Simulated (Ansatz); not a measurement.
Isolated molecules relaxed with PBE0-D4/def2-TZVP in Ansatz; ΔE leaves out vibrations. CCSD(T)/CBS is the MP2 limit (def2-TZVPP, def2-QZVPP) plus CCSD(T) − MP2 in def2-TZVPP, frozen cores. This one scheme is used for every species. DFT in def2-TZVPP. For Ga, Se outer-core shells are correlated without core-valence functions, which leaves a few kJ/mol of doubt a bond. Scalar relativity is left out up to krypton. Each species was taken in one conformer, which may not be the lowest.

Consider the ligand exchange at a Ga–C bond: `C#[C][GaH][Cl]` + `C[SeH]` → `C[Se][GaH][Cl]` + acetylene.

| species | r2SCAN energy (Eh) |
| --- | --- |
| `C#[C][GaH][Cl]` | -2462.40875 |
| `C[SeH]` | -2442.03650 |
| `C[Se][GaH][Cl]` | -4827.16659 |
| `C#C` | -77.30716 |

Task: Work out ΔE.

Result: ΔE = (-4827.16659) + (-77.30716) − (-2462.40875) − (-2442.03650) = -0.02850 Eh = -74.8 kJ/mol. CCSD(T)/CBS gives -74.5 kJ/mol.

Largest T1 diagnostic among the species: 0.013.

The D4 term adds −6.7 kJ/mol with B3LYP and −3.7 kJ/mol with PBE0; it sums over pairs of atoms, weighted by their polarisabilities, and B3LYP, whose exchange is more repulsive, gets the larger term. In def2-TZVPP, CCSD(T) changes the Hartree–Fock value by −3.5 kJ/mol (the triples alone add −1.2 kJ/mol) and MP2 by −6.2 kJ/mol.

B3LYP here is the variant with VWN-RPA as its local correlation; programs differ in this.
